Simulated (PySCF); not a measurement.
Parent: `[SiH3:1]/[CH:2]=[C:3](/[SiH3:4])[Cl:5]`, C2H7ClSi2.

Theory: PySCF 2.14.0, PBE0-D3(BJ)/def2-SVP geometry optimisation, gas phase. One conformer each, not checked by frequencies here.

```tsv
coordinate of the parent	value
Si1–C2	1.881 Å
C2=C3	1.341 Å
C3–Si4	1.884 Å
C3–Cl5	1.754 Å
Si1–C2–C3	124.8°
C2–C3–Si4	126.8°
C2–C3–Cl5	119.9°
Si4–C3–Cl5	113.3°
```

Question: In one relative the bonds that all share with the parent change as follows (parent's numbers): Si1–C2 -0.007, C2–C3 +0.011, C3–Si4 +0.025 Å. Which is it?
A. `[O:1]=[CH:2][NH:3]/[C:4]([SiH3:5])=[CH:6]/[SiH3:7]` with O1–C2–N3–C4 0°, C2–N3–C4–Si5 -3°
B. `[CH3:1][CH2:2][CH2:3]/[C:4]([SiH3:5])=[CH:6]\[SiH3:7]` with C1–C2–C3–C4 -62°, C2–C3–C4–Si5 -57°

Answer: A. The changes in all of them (Å):

```tsv
SMILES	Si1–C2	C2–C3	C3–Si4
O=CN/C([SiH3])=C/[SiH3]	-0.007	+0.011	+0.025
CCC/C([SiH3])=C\[SiH3]	0.000	+0.008	+0.004
```

Atoms are paired thus: O=CN/C([SiH3])=C/[SiH3]: Si1 = Si7, C2 = C6, C3 = C4, Si4 = Si5; CCC/C([SiH3])=C\[SiH3]: Si1 = Si7, C2 = C6, C3 = C4, Si4 = Si5.
